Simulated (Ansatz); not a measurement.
Abridged output of a molecular run in Ansatz:

```
Functional definition: HF
1814 factors; integrals over basis functions are off by at most 1.5e-3 eV
mean field evaluation 1: about -19874.8758 eV, gradient 4.6e1 eV
mean field evaluation 2: about -19875.1386 eV, gradient 4.6e1 eV
mean field evaluation 4: about -19880.1838 eV, gradient 4.4e0 eV
mean field evaluation 8: about -19880.2686 eV, gradient 2.8e-1 eV
mean field -19880.26891977 eV, -730.5864074714 hartree, gradient 6.0e-6 eV, S^2 0.000000; 0 other end points of the search recorded, 0 dependent functions left out
13 core orbitals not correlated: weight in the atoms' cores, before any rotation towards them, 1.000 or more for the frozen orbitals, at most 0.000 for the correlated occupied ones
reference -19880.26891977 eV, -730.5864074714 hartree; 16, 16 occupied and 288, 288 virtual orbitals, 1814 factors
second order -23.32851866 eV of doubles, -0.00000000 eV of singles
cycle   1  -24.32147718 eV  change   -9.9e-1 eV  update   1.0e-1
cycle   2  -24.96016186 eV  change   -6.4e-1 eV  update   3.1e-2
cycle   3  -25.05938021 eV  change   -9.9e-2 eV  update   1.4e-2
cycle   4  -25.04947054 eV  change    9.9e-3 eV  update   3.9e-3
cycle   5  -25.04876773 eV  change    7.0e-4 eV  update   2.0e-3
cycle   6  -25.04895782 eV  change   -1.9e-4 eV  update   6.0e-4
cycle   7  -25.04865123 eV  change    3.1e-4 eV  update   2.5e-4
cycle   8  -25.04864072 eV  change    1.1e-5 eV  update   9.6e-5
cycle   9  -25.04867592 eV  change   -3.5e-5 eV  update   3.4e-5
perturbative correction -0.93594212 eV, -0.0343952384 hartree
Total energy: -19906.25353781 eV, -731.5413245713 hartree
```

Its atoms:

Cartesian coordinates in Å:
```
C -1.4697 -1.8390 -0.1865
N -0.1428 -1.2976 0.0011
Si 0.2005 0.2812 0.5769
N 1.7514 0.2401 1.3063
Si 0.3114 1.9784 -1.0529
H -1.4899 -2.9130 0.0237
H -2.1584 -1.3585 0.5124
H -1.8687 -1.6855 -1.1973
H 0.5653 -1.7511 -0.5556
H -0.9622 0.5775 1.4721
H 1.9438 -0.3798 2.0772
H 2.3366 1.0582 1.3286
H -1.0281 2.1789 -1.6752
H 0.7453 3.2908 -0.4893
H 1.2655 1.6196 -2.1415
```

**Question.** Which basis set was used?
A. def2-TZVPPD
B. def2-TZVPP
C. cc-pV(Q+d)Z
D. cc-pV(D+d)Z

**Answer.** B. It gives 317 functions.

**Question.** Write the keys of the input that set method, charge and spin (a neutral closed shell needs none for the last two).

**Answer.** 
```yaml
correlation: {method: ccsd_t}
```
